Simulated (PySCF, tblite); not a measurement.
C6H11FOSi.
Cartesian coordinates in Å at the GFN2-xTB level; atoms count from 1:
```
atom  x, y, z in Å
C1     3.5816   -0.0631    0.7831
C2     2.5205   -0.4447    0.0815
C3     1.1878   -0.5831    0.7076
O4     0.9918   -0.2833    1.8721
Si5   -0.2634   -1.2432   -0.3718
F6     0.3151   -1.3900   -1.8844
C7    -1.6784    0.0338   -0.3875
C8    -2.3340    0.1522    0.9888
C9    -1.1829    1.4066   -0.8551
H10    3.4792    0.1634    1.8329
H11    4.5628    0.0332    0.3502
H12    2.5830   -0.6828   -0.9694
H13   -0.6466   -2.5932    0.0099
H14   -2.4423   -0.3044   -1.0978
H15   -2.7671   -0.7966    1.2964
H16   -1.6008    0.4489    1.7350
H17   -3.1254    0.8998    0.9691
H18   -0.4569    1.8109   -0.1517
H19   -2.0151    2.1059   -0.9211
H20   -0.7142    1.3403   -1.8349
```

Jobs on this species (20 atoms, 78 electrons) with PySCF (density fitting) and tblite. Hardware of each: Arm Neoverse N1, one thread, no GPU (shared host). Other jobs ran on the host; a repeat could differ by tens of per cent or more.

Question: Rank these jobs by wall time, shortest first.
A. GFN2-xTB; Hessian by finite differences
B. GFN2-xTB; L-BFGS relaxation
C. PBE0/pcSseg-1; shieldings, charges and field gradients; 215 basis functions

Answer: B (0.77 s), A (1.5 s), C (91 s).

All jobs:

```tsv
level and settings	work	basis functions	SCF cycles	wall time
GFN2-xTB	L-BFGS relaxation	–	–	0.77 s
GFN2-xTB	Hessian by finite differences	–	–	1.5 s
PBE0/pcSseg-1	shieldings, charges and field gradients	215	14	91 s
```

Q: What do all jobs in the table cost together?

A: About 93 s; the longest takes about 98 % of that, and about 120 times as long as the shortest.
